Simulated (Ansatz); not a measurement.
Basis-set extrapolation for CH₈ClNOSi₂ (`CO[SiH2]N[SiH2]Cl`) (PBE0-D4/def2-TZVP geometry, frozen core, Ansatz). Multiplicity 1, RHF reference.

```
                       def2-TZVPP    def2-QZVPP
                 HF  -1209.471106  -1209.511234
    MP2 correlation     -1.053927     -1.138316
CCSD(T) correlation     -1.160274       not run
```

Energies in hartree. Use E(X) = E(∞) + A·exp(−7.88·√X) for Hartree–Fock and E(X) = E(∞) + B·X^(−2.97) for correlation, with X = 3 and 4, and add CCSD(T) minus MP2 of the smaller set to the MP2 limit.

Task: What is the CCSD(T) energy at the basis-set limit?

Result: HF limit: -1209.511234 + (-0.040128) × 0.13774 = -1209.51676. MP2 limit: -1.138316 + (-0.084389) × 0.74074 = -1.20083. Higher-order term: -1.160274 − (-1.053927) = -0.10635. Total: -1210.82394 hartree, 505.6 kJ/mol below CCSD(T)/def2-TZVPP.
